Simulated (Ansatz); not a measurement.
Program: Ansatz. Geometries: PBE0-D4/def2-TZVP. ΔE: electronic, gas phase. CBS: MP2 limit from def2 TZ/QZ plus the TZ coupled-cluster correction, frozen cores. Functionals use def2-TZVPP. HSE06 is defined as in plane-wave codes. Elements past krypton have def2 core potentials. For Sn outer-core shells are correlated without core-valence functions, which leaves a few kJ/mol of doubt a bond. One conformer a species, not always the lowest.

Consider the redistribution: `N[Si](O)(F)Cl` + `[F][Sn]([F])([F])[SiH3]` → `O[Si](F)([SiH3])Cl` + `[NH2][Sn]([F])([F])[F]`.

`N[Si](O)(F)Cl`:

```xyz
8

N    -0.081   -0.864    0.849
Si   -0.093    0.512   -0.126
O    -0.065    0.135   -1.703
F    -1.384    1.418    0.012
Cl    1.488    1.659    0.457
H     0.248   -0.818    1.799
H    -0.755   -1.600    0.714
H     0.641   -0.442   -2.000
```

`[F][Sn]([F])([F])[SiH3]`:

```xyz
8

F     1.238   -2.284    0.075
Sn   -0.169   -1.047    0.407
F    -1.706   -1.932   -0.283
F    -0.410   -1.148    2.292
Si    0.215    1.313   -0.510
H     0.366    1.174   -1.975
H    -0.980    2.103   -0.141
H     1.446    1.821    0.136
```

`O[Si](F)([SiH3])Cl`:

Z-matrix (Å, degrees):
```
Si
F 1 1.594
Si 1 2.329 2 110.8
O 1 1.624 2 110.0 3 120.9
Cl 1 2.053 2 105.1 3 -120.6
H 3 1.485 1 108.6 2 -56.8
H 3 1.485 1 109.8 2 63.3
H 3 1.484 1 108.7 2 -176.3
H 4 0.960 1 119.7 2 70.6
```

`[NH2][Sn]([F])([F])[F]`:

Z-matrix (Å, degrees):
```
Sn
F 1 1.889
F 1 1.897 2 104.9
N 1 1.981 2 110.4 3 127.8
F 1 1.889 2 108.1 3 -111.3
H 4 1.013 1 112.7 2 179.0
H 4 1.013 1 112.6 2 -57.6
```

| level | ΔE (eV) |
| --- | --- |
| LDA (SPW92) | 1.34 |
| revPBE-D4 | 1.19 |
| BLYP-D4 | 1.26 |
| HSE06-D4 | 1.28 |
| BLYP | 1.27 |
| r2SCANh | 1.34 |
| HF/def2-SVP | 1.46 |
| MP2/def2-TZVPP | 1.29 |

What does CCSD(T)/CBS give? (Estimate.)

The calculation gave: +1.28 eV. The listed levels differ from it by 0.06, -0.09, -0.02, 0.00, -0.01, 0.06, 0.18, 0.01 eV.

Largest T1 diagnostic among the species: 0.015.

Leaving LDA and LC-ωPBE aside and taking each functional with its dispersion term where it has one, the values, not all of them listed here, spread over 0.19 eV, from revPBE-D4 to BHLYP-D4. LDA lies +0.12 eV from PBE without D4. In def2-TZVPP, CCSD(T) changes the Hartree–Fock value by −0.13 eV (the triples alone add −0.04 eV) and MP2 by −0.08 eV. At CCSD(T), def2-SVP lies −0.06 eV from the extrapolated value and def2-TZVPP −0.04 eV.
